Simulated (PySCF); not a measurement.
Below is a simulated gas-phase Cl 2p photoelectron spectrum of `C[N](C)[Al]([Cl])[Cl]` (AlCl2(NMe2)).

Every computed line was given a Gaussian of 0.7 eV full width at half maximum and an area set by the number of equivalent atoms (split 2:1 within a doublet); the highest printed point is 100. Computed with PySCF, delta-SCF UKS SCAN, pcX-2 on the ionised atom, pcseg-1 elsewhere, spin-free X2C.

(binding energy (eV), intensity): (204.9, 0), (205.0, 1), (205.1, 2), (205.2, 5), (205.3, 10), (205.4, 20), (205.5, 34), (205.6, 53), (205.7, 73), (205.8, 91), (205.9, 100), (206.0, 99), (206.1, 87), (206.2, 68), (206.3, 48), (206.4, 30), (206.5, 17), (206.6, 9), (206.7, 4), (206.8, 3), (206.9, 4), (207.0, 7), (207.1, 13), (207.2, 21), (207.3, 31), (207.4, 41), (207.5, 48), (207.6, 50), (207.7, 47), (207.8, 39), (207.9, 29), (208.0, 19), (208.1, 12), (208.2, 6), (208.3, 3), (208.4, 1), (208.5, 0), (208.6, 0)

Task: Count the maxima, the lines and the sites behind this envelope.

Result: The curve has 2 maxima (at 205.9 and 207.6 eV). Under it lie 2 lines from 1 inequivalent chlorine site, drawn as a 2p3/2, 2p1/2 pair.

Task: Decompose the envelope and assign each component. Bonds: Al1–Cl2, Al1–Cl3, Al1–N4, N4–C5, N4–C6. Hydrogens: H7, H8, H9 on C5; H10, H11, H12 on C6.

Result: 
| position (eV) | relative area | line | atoms | environment |
| --- | --- | --- | --- | --- |
| 205.94 | 1.33 | Cl 2p3/2 | Cl2/Cl3 | chlorine bonded to Al |
| 207.59 | 0.67 | Cl 2p1/2 | Cl2/Cl3 | chlorine bonded to Al |

Task: What are the centre and the root-mean-square width of the whole band?

Result: The area-weighted mean of the lines is 206.49 eV. Their own spread about it is 0.78 eV (rms) and each Gaussian has σ = 0.7/2.355 = 0.30 eV; the variances add, which gives 0.83 eV.

Shake-up satellites, vibrational structure and lifetime widths aren't simulated. The first atom of each set that the bonding makes equivalent was ionised and stands for the set. The 2p values aren't plain energy differences: one relaxed spin-free 2p hole is combined with a matrix within the shell (ground-state 2p orbital-energy differences and spin–orbit coupling). 2p3/2, the mean of its two sublevels, lies a third of the splitting below the shell's mean and 2p1/2 two thirds above it; the statistical areas are 2:1. 2p1/2 minus 2p3/2 (ligand field included): Cl 1.65 eV. Isolated species at its PBE0-D3(BJ)/def2-SVP geometry, gas phase.
